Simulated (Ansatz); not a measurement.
`[CH3][Zn][Br]` + HCl → `[Cl][Zn][Br]` + CH₄ at 500 K and 1 bar (ligand exchange at a Zn–C bond).

Program: Ansatz. Geometries: PBE0-D4/def2-TZVP. ΔE: electronic, gas phase. CBS: MP2 limit from def2 TZ/QZ plus the TZ coupled-cluster correction, frozen cores. This one scheme is used for every species. For Br, Zn outer-core shells are correlated without core-valence functions, which leaves a few kJ/mol of doubt a bond. Scalar relativity is left out up to krypton.

| species | CCSD(T)/CBS energy (Eh) | H − E (kJ/mol) | S (J/(mol·K)) |
| --- | --- | --- | --- |
| `[CH3][Zn][Br]` | -4391.61974 | 127.0 | 342.5 |
| HCl | -460.38127 | 32.5 | 201.9 |
| `[Cl][Zn][Br]` | -4811.59312 | 32.1 | 324.9 |
| CH₄ | -40.46206 | 135.6 | 206.8 |

H − E and S are ideal-gas, rigid-rotor, harmonic terms from PBE0-D4/def2-TZVP. 1 Eh = 2625.50 kJ/mol, R = 8.31446 J/(mol·K).

Task: By hand: ΔE, ΔH, ΔS and ΔG.

Result: ΔE = (-4811.59312) + (-40.46206) − (-4391.61974) − (-460.38127) = -0.05417 Eh = -142.2 kJ/mol. Δ(H − E) = 32.1 + 135.6 − 127.0 − 32.5 = 8.2, so ΔH = -134.0 kJ/mol. ΔS = 324.9 + 206.8 − 342.5 − 201.9 = -12.7 J/(mol·K). ΔG = -134.0 − 500 × (-12.7)/1000 = -127.7 kJ/mol.

Task: By hand: the equilibrium constant, and the temperature at which ΔG would vanish if ΔH and ΔS stayed fixed.

Result: log₁₀ K = −ΔG/(RT ln 10) = 13.3. ΔG = 0 at ΔH/ΔS = 10551 K, far beyond where these terms or the molecules hold.

The number of gas molecules stays the same, so ΔS is small and ΔH decides. A doubt of 5 kJ/mol in ΔE shifts log₁₀ K by 0.5 here. These are equilibria of isolated gas molecules and say nothing of rates. Largest T1 diagnostic: 0.011 (customary marks: 0.02 for closed shells, 0.045 for open ones).
